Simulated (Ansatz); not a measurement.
`[CH3][Al]([F])[SiH2]F` + `OBNCO` → `OCN[SiH2]F` + `[CH3][Al]([F])[BH]O`  (redistribution)

Isolated molecules relaxed with PBE0-D4/def2-TZVP in Ansatz; ΔE leaves out vibrations. CCSD(T)/CBS adds triple-zeta CCSD(T) − MP2 to the extrapolated MP2 energy (def2 sets, frozen cores). This one scheme is used for every species. DFT in def2-TZVPP. B3LYP here is the variant with VWN-RPA as its local correlation; programs differ in this. One conformer a species, not always the lowest.

`[CH3][Al]([F])[SiH2]F`:

Z-matrix (Å, degrees):
```
C
Al 1 1.939
H 1 1.093 2 112.2
H 1 1.095 2 110.8 3 121.0
H 1 1.095 2 110.7 3 -120.8
F 2 1.657 1 118.6 3 -178.9
Si 2 2.466 1 127.8 3 1.2
F 7 1.615 2 109.2 1 -0.2
H 7 1.490 2 113.1 1 -119.3
H 7 1.490 2 113.1 1 118.9
```

`OBNCO`:

```xyz
11

O     0.742    2.335   -0.615
B    -0.054    1.235   -0.465
N     0.262    0.139    0.359
C    -0.543   -1.037    0.502
O     0.036   -2.181   -0.075
H     1.555    2.317   -0.105
H    -1.081    1.217   -1.080
H     1.134    0.096    0.868
H    -1.524   -0.818    0.068
H    -0.678   -1.293    1.556
H     0.151   -2.010   -1.014
```

`OCN[SiH2]F`:

```xyz
11

O    -1.778   -0.949    0.663
C    -0.956   -0.715   -0.454
N     0.435   -0.550   -0.134
Si    1.219    0.947    0.048
F     0.828    1.709    1.407
H    -1.681   -0.207    1.268
H    -1.101   -1.586   -1.097
H    -1.280    0.176   -1.008
H     0.857   -1.380    0.254
H     0.779    1.847   -1.041
H     2.677    0.707    0.095
```

`[CH3][Al]([F])[BH]O`:

Cartesian coordinates in Å:
```
C -0.982 1.687 -0.028
Al -0.085 0.143 -0.806
F 0.086 0.157 -2.461
B 0.675 -1.599 0.198
O 1.601 -1.413 1.173
H -0.795 2.598 -0.601
H -2.068 1.533 -0.019
H -0.677 1.861 1.008
H 0.337 -2.735 -0.042
H 1.907 -2.231 1.578
```

```
             level  ΔE (kJ/mol)  difference from CCSD(T)/CBS
            PBE-D4         81.7                         12.0
         r2SCAN-D4         78.8                          9.1
           PBE0-D4         80.3                         10.6
          B3LYP-D4         74.5                          4.8
           ωB97X-V         71.4                          1.7
           ωB97M-V         68.6                         -1.1
            B2PLYP         72.8                          3.1
               PBE         83.1                         13.4
            r2SCAN         79.1                          9.4
              PBE0         81.5                         11.8
             B3LYP         76.7                          7.0
     HF/def2-TZVPP         71.7                          2.0
    MP2/def2-TZVPP         68.4                         -1.3
SCS-MP2/def2-TZVPP         66.9                         -2.8
   CCSD/def2-TZVPP         70.2                          0.5
CCSD(T)/def2-TZVPP         70.2                          0.5
     HF/def2-QZVPP         71.0                          1.3
    MP2/def2-QZVPP         67.8                         -1.9
SCS-MP2/def2-QZVPP         66.4                         -3.3
      HF/CBS(def2)         70.9                          1.2
     MP2/CBS(def2)         67.8                         -1.9
    CCSD/CBS(def2)         69.7                          0.0
       CCSD(T)/CBS         69.7                            0
```

Largest T1 diagnostic among the species: 0.013.
